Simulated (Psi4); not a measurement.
NTi, doublet, at a GFN2-xTB geometry (such geometries of metal compounds can be far from the true shape); TPSS/aug-cc-pVDZ (Psi4).

Here is a job for Psi4.
```
memory 2 GB

molecule mol {
0 2
  Ti   -0.000000   -0.000000   -0.413706
  N     0.000000    0.000000    1.300220
}

set basis aug-cc-pvdz
set reference uks

energy('tpss')
print_variables()
```

The log (banner, timings and long lists left out):

```
   => Loading Basis Set <=

    Name: AUG-CC-PVDZ
    Role: ORBITAL
    Keyword: BASIS

         ---------------------------------------------------------
                                   SCF
               by Justin Turney, Rob Parrish, Andy Simmonett
                          and Daniel G. A. Smith
                              UKS Reference
         ---------------------------------------------------------

  ==> Geometry <==

    Molecular point group: c2v
    Full point group: C_inf_v

    Geometry (in Angstrom), charge = 0, multiplicity = 2:

       Center              X                  Y                   Z               Mass
    ------------   -----------------  -----------------  -----------------  -----------------
         TI           0.000000000000     0.000000000000    -0.387406602374    47.947941980000
         N            0.000000000000     0.000000000000     1.326519397626    14.003074004430

  Running in c2v symmetry.

  Rotational constants: A = ************  B =      0.52950  C =      0.52950 [cm^-1]
  Rotational constants: A = ************  B =  15874.06460  C =  15874.06460 [MHz]
  Nuclear repulsion =   47.547729857170033

  Charge       = 0
  Multiplicity = 2
  Electrons    = 29
  Nalpha       = 15
  Nbeta        = 14

  ==> Algorithm <==

  SCF Algorithm Type is DF.
  DIIS enabled.
  MOM disabled.
  Fractional occupation disabled.
  Guess Type is SAD.
  Energy threshold   = 1.00e-06
  Density threshold  = 1.00e-06
  Integral threshold = 1.00e-12

  ==> Primary Basis <==

  Basis Set: AUG-CC-PVDZ
    Blend: AUG-CC-PVDZ
    Number of shells: 28
    Number of basis functions: 82
    Number of Cartesian functions: 94
    Spherical Harmonics?: true
    Max angular momentum: 3

  ==> DFT Potential <==

   => LibXC <=

    Version 7.1.2
    S. Lehtola, C. Steigemann, M. J. T. Oliveira, and M. A. L. Marques,  SoftwareX 7, 1–5 (2018) (10.1016/j.softx.2017.11.002)

   => Composite Functional: TPSS <=

    TPSS Meta-GGA XC Functional

    J. Tao, et al., Phys. Rev. Lett., 91, 146401, 2003

    Deriv               =              1
    GGA                 =           TRUE
    Meta                =           TRUE

    Exchange Hybrid     =          FALSE
    MP2 Hybrid          =          FALSE

   => Exchange Functionals <=

    1.0000   XC_MGGA_X_TPSS

   => Correlation Functionals <=

    1.0000   XC_MGGA_C_TPSS

   => LibXC Density Thresholds  <==

    XC_MGGA_C_TPSS:  1.00E-15
    XC_MGGA_X_TPSS:  1.00E-15

   => Molecular Quadrature <=
[...]
   @S^2 Expected:                7.500000000E-01
   @S^2 Observed:                7.795220666E-01
   @S   Expected:                5.000000000E-01
   @S   Observed:                5.000000000E-01

    Orbital Energies [Eh]
    ---------------------

    Alpha Occupied:

[...]
    Alpha Virtual:

[...]
      36A1     2.820603

    Beta Occupied:

[...]
    Beta Virtual:

[...]
    Final Occupation by Irrep:
             A1    A2    B1    B2
    DOCC [     8,    0,    3,    3 ]
    SOCC [     1,    0,    0,    0 ]
    NA   [     9,    0,    3,    3 ]
    NB   [     8,    0,    3,    3 ]

  @DF-UKS Final Energy:  -904.18242381529592

   => Energetics <=

    Nuclear Repulsion Energy =             47.5477298571700331
    One-Electron Energy =               -1333.9199837392884547
    Two-Electron Energy =                 431.1536218595772993
    DFT Exchange-Correlation Energy =     -48.9637917927546766
    Empirical Dispersion Energy =           0.0000000000000000
    VV10 Nonlocal Energy =                  0.0000000000000000
    Total Energy =                       -904.1824238152959197

  UHF NO Occupations:
  HONO-2 :    3 B2 1.9954088
  HONO-1 :    8 A1 1.9934790
  HONO-0 :    9 A1 1.0000000
  LUNO+0 :   10 A1 0.0065210
  LUNO+1 :    4 B2 0.0045912
  LUNO+2 :    4 B1 0.0035832
  LUNO+3 :    5 B1 0.0000678

Computation Completed

Properties will be evaluated at   0.000000,   0.000000,   0.000000 [a0]

Properties computed using the SCF density matrix

 Multipole Moments:

 ------------------------------------------------------------------------------------
     Multipole            Electronic (a.u.)      Nuclear  (a.u.)        Total (a.u.)
 ------------------------------------------------------------------------------------

 L = 1.  Multiply by 2.5417464519 to convert [e a0] to [Debye]
 Dipole X            :          0.0000000            0.0000000            0.0000000
 Dipole Y            :          0.0000000            0.0000000            0.0000000
 Dipole Z            :         -3.5025486            1.4412762           -2.0612724
 Magnitude           :                                                    2.0612724

 ------------------------------------------------------------------------------------

  Variable Map:
  ----------------------------------------------------------------------------
[...]
  Array Variable Map:
  ----------------------------------------------------------------------------
[...]
[...]
```
